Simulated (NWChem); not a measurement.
## Basis-set convergence for CF₂

```xyz
3

F      1.0291     0.0000    -0.1980
C      0.0000     0.0000     0.5940
F     -1.0291     0.0000    -0.1980
```
Charge 0, spin multiplicity 1.

The numbers come from NWChem runs, not from measurements. All single points use one geometry, from B3LYP/def2-SVP, a minimum by its harmonic frequencies.

Quantity: first vertical ionisation energy at the level G0W0@PBE0.

The structure started from a generated list of species.

```json
[
 {"basis": "def2-SVP", "functions": "42", "first vertical ionisation energy (eV)": "11.31"},
 {"basis": "def2-SVPD", "functions": "66", "first vertical ionisation energy (eV)": "…"},
 {"basis": "def2-TZVPP", "functions": "93", "first vertical ionisation energy (eV)": "…"},
 {"basis": "def2-TZVPD", "functions": "117", "first vertical ionisation energy (eV)": "…"}
]
```

What belongs in the gaps?


- def2-SVPD, first vertical ionisation energy (eV): 11.35
- def2-TZVPP, first vertical ionisation energy (eV): 11.71
- def2-TZVPD, first vertical ionisation energy (eV): 11.69
